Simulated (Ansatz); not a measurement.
Energy profile

The step: SiH₂Cl₂ ([Cl][SiH2][Cl]) + SiH₄ → Si₂H₅Cl ([SiH3][SiH2][Cl]) + HCl; bonds formed: Si1–Si7, Cl2–H6; bonds broken: Si1–Cl2, H6–Si7 (atoms numbered as in the saddle structure below).

```xyz
10
angstrom
Si -0.4698 -0.9377 -0.6360
Cl 1.5591 -1.9662 0.4307
H 0.2120 -1.2128 -1.9040
H -1.2265 -1.9003 0.1701
Cl -2.0199 0.3443 -1.2862
H 0.7706 -0.4281 0.3918
Si 0.2646 1.2379 0.5919
H -0.9640 1.4495 1.3825
H 1.4718 1.3065 1.4533
H 0.4020 2.1068 -0.5940
```

Electronic energies by CCSD(T) at an estimated basis limit (MP2 extrapolated from triple and quadruple zeta, plus CCSD(T) − MP2 in triple zeta), on PBE0-D4/def2-TZVP structures; Si₂H₆Cl₂, singlet; no counterpoise correction. Program: Ansatz 0.2.0. Basis: def2-TZVPP and def2-QZVPP. Cores are frozen in the correlated methods. Extrapolation: Hartree–Fock as exp(−7.88 √X), correlation as X^−2.97.

Question: Give the profile in kJ/mol, counted from the separated reactants. (To be estimated.)

Answer: By the calculation:
```csv
point,kJ/mol
"separated: SiH₂Cl₂ (linked as [Cl][SiH2][Cl]; Si1, Cl2, H3, H4, Cl5; singlet) + SiH₄ (H6, Si7, H8, H9, H10; singlet)",0.0
start structure,-5.1
saddle,240.6
end structure,90.6
"separated: Si₂H₅Cl (linked as [SiH3][SiH2][Cl]; Si1, H3, H4, Cl5, Si7, H8, H9, H10; singlet) + HCl (Cl2, H6; singlet)",98.5
```

The T1 diagnostic stays at or below 0.013. The start structure is not quite a true minimum (one mode of 29i cm⁻¹).

For scale, one of the runs: CCSD(T)/def2-TZVPP, 252 basis functions, launched by `ansatz run in.yaml --threads 4 --pin off --events-out ev --progress --plain --max-ram 9574MiB`. Time: 2.8 min of wall clock on 4 CPU threads of an Arm Neoverse N1; the host was shared. Peak host memory: 4.7 GiB.
